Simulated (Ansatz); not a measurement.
Two isomers of C2H8BNSi: A = `C=NB(C)[SiH3]`, B = `C=C[SiH2]BN`.

Program: Ansatz. Geometries: PBE0-D4/def2-TZVP. ΔE: electronic, gas phase. CCSD(T)/CBS adds triple-zeta CCSD(T) − MP2 to the extrapolated MP2 energy (def2 sets, frozen cores). Functionals use def2-TZVPP. B3LYP here is the variant with VWN-RPA as its local correlation; programs differ in this. Each species was taken in one conformer, which may not be the lowest.

Question: Which is lower in electronic energy at CCSD(T)/CBS, and by how much? (Best estimate.)

Answer: Ansatz gave: B, by 32.2 kJ/mol.

Question: Give E(B) − E(A) in kJ/mol with MP2/def2-TZVPP, B3LYP, B3LYP-D4, PBE0-D4, ωB97M-V, PBE-D4, CCSD(T)/def2-TZVPP. (Estimate.)

Answer: Computed: MP2/def2-TZVPP -29.8, B3LYP -16.3, B3LYP-D4 -15.7, PBE0-D4 -17.0, ωB97M-V -27.7, PBE-D4 -6.5, CCSD(T)/def2-TZVPP -28.5. None reverses the order clearly.

Largest T1 diagnostic: 0.015.

In def2-TZVPP, CCSD(T) changes the Hartree–Fock value by +9.4 kJ/mol (the triples alone add +2.4 kJ/mol) and MP2 by +8.1 kJ/mol. From PBE to PBE0 (25 % exact exchange), in def2-TZVPP and without D4, E(B) − E(A) moves by −10.6 kJ/mol.
